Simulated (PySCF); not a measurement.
PySCF input (BP86/def2-SVP):

```python
from pyscf import gto, dft

mol = gto.M(
    atom='''
    Se    0.02554200   -0.01119200    0.97920600
    Br    0.80545400   -1.62795800   -0.51561600
    Br   -0.83026600    1.63883000   -0.43561300
    ''',
    basis='def2-svp',
    charge=0,
    spin=0,
    verbose=4,
)

mf = dft.RKS(mol, xc='bp86')
mf.grids.level = 3
mf.conv_tol = 1e-9
mf.max_cycle = 100
mf.max_memory = 1500
mf.kernel()
if not mf.converged:
    mf = mf.newton()
    mf.kernel(mf.make_rdm1())
mf.dip_moment()
```

Output:

```
PySCF version 2.14.0

[INPUT] verbose = 4
[INPUT] num. atoms = 3
[INPUT] num. electrons = 104
[INPUT] charge = 0
[INPUT] spin (= nelec alpha-beta = 2S) = 0
[INPUT] symmetry False subgroup None
[INPUT] Mole.unit = angstrom
[INPUT] Symbol           X                Y                Z      unit          X                Y                Z       unit  Magmom
[INPUT]  1 Se     0.025542000000  -0.011192000000   0.979206000000 AA    0.048267384674  -0.021149814786   1.850431159531 Bohr   0.0
[INPUT]  2 Br     0.805454000000  -1.627958000000  -0.515616000000 AA    1.522087465935  -3.076394762295  -0.974373025444 Bohr   0.0
[INPUT]  3 Br    -0.830266000000   1.638830000000  -0.435613000000 AA   -1.568975350538   3.096939864721  -0.823189266300 Bohr   0.0

nuclear repulsion = 716.546502471043
number of shells = 36
number of NR pGTOs = 222
number of NR cGTOs = 96
basis = def2-svp
ecp = {}

******** <class 'pyscf.dft.rks.RKS'> ********
method = RKS
initial guess = minao
damping factor = 0
level_shift factor = 0
DIIS = <class 'pyscf.scf.diis.CDIIS'>
diis_start_cycle = 1
diis_space = 8
diis_damp = 0
SCF conv_tol = 1e-09
SCF conv_tol_grad = None
SCF max_cycles = 100
direct_scf = True
direct_scf_tol = 1e-13
XC library pyscf.dft.libxc version 7.1.2
    S. Lehtola, C. Steigemann, M. J. T. Oliveira, and M. A. L. Marques,  SoftwareX 7, 1–5 (2018)
XC functionals = bp86
    A. D. Becke,  Phys. Rev. A 38, 3098 (1988)
    J. P. Perdew,  Phys. Rev. B 33, 8822 (1986)
    J. P. Perdew,  Phys. Rev. B 34, 7406–7406 (1986)
radial grids:
    Treutler-Ahlrichs [JCP 102, 346 (1995); DOI:10.1063/1.469408] (M4) radial grids

becke partition: Becke, JCP 88, 2547 (1988); DOI:10.1063/1.454033
pruning grids: <function nwchem_prune>
grids dens level: 3
symmetrized grids: False
atomic radii adjust function: <function treutler_atomic_radii_adjust>
small_rho_cutoff = 0
Set gradient conv threshold to 3.16228e-05
Initial guess from minao.
tot grids = 61272
init E= -7546.99344387381
  HOMO = -0.233590531421666  LUMO = -0.151167902155176  gap/eV = 2.24283
cycle= 1 E= -7549.77405249515  delta_E= -2.78  |g|= 0.315  |ddm|= 2.23
  HOMO = -0.221951478835276  LUMO = -0.16281008965627  gap/eV = 1.60932
cycle= 2 E= -7549.73952936652  delta_E= 0.0345  |g|= 0.44  |ddm|= 0.695
  HOMO = -0.199713279211517  LUMO = -0.142262222591119  gap/eV = 1.56332
cycle= 3 E= -7549.77897616905  delta_E= -0.0394  |g|= 0.174  |ddm|= 0.694
  HOMO = -0.208742908044508  LUMO = -0.147484867718837  gap/eV = 1.66692
cycle= 4 E= -7549.78795125841  delta_E= -0.00898  |g|= 0.0152  |ddm|= 0.23
  HOMO = -0.210236940736162  LUMO = -0.148903355038954  gap/eV = 1.66897
cycle= 5 E= -7549.78800597453  delta_E= -5.47e-05  |g|= 0.00391  |ddm|= 0.0262
  HOMO = -0.209977318113913  LUMO = -0.148478474569415  gap/eV = 1.67347
cycle= 6 E= -7549.78801048813  delta_E= -4.51e-06  |g|= 0.00102  |ddm|= 0.00604
  HOMO = -0.209967969219764  LUMO = -0.148490430163684  gap/eV = 1.67289
cycle= 7 E= -7549.7880107296  delta_E= -2.41e-07  |g|= 0.000151  |ddm|= 0.00119
  HOMO = -0.209958381297031  LUMO = -0.14848624485167  gap/eV = 1.67274
cycle= 8 E= -7549.78801073808  delta_E= -8.49e-09  |g|= 2.17e-05  |ddm|= 0.000243
  HOMO = -0.209960770344582  LUMO = -0.148489157073337  gap/eV = 1.67273
cycle= 9 E= -7549.78801073824  delta_E= -1.56e-10  |g|= 4.44e-06  |ddm|= 3.81e-05
  HOMO = -0.209961241221105  LUMO = -0.148489583282806  gap/eV = 1.67273
Extra cycle  E= -7549.78801073823  delta_E= 7.28e-12  |g|= 5.36e-06  |ddm|= 1.16e-05
converged SCF energy = -7549.78801073823
Dipole moment(X, Y, Z, Debye):  0.01598, -0.00701,  0.61234
```

The geometry given is a B3LYP-D3(BJ)/def2-TZVP minimum.
